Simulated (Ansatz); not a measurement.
**Question.** Name a neutral molecule of B, C, Ge, N and H with HOMO–LUMO gap (PBE0/def2-TZVPP) between 6.70 and 7.00 eV and HOMO–LUMO gap (ωB97M-V/def2-TZVPP) between 10.60 and 10.90 eV (Ansatz, PBE0-D4/def2-TZVP geometry).

**Answer.** `CN1[BH][GeH2][CH2]1` (6.82 eV, 10.80 eV); `BC[NH][GeH3]` (6.77 eV, 10.80 eV). Other molecules can fit too; these were computed, each in one conformer that needn't be the lowest.
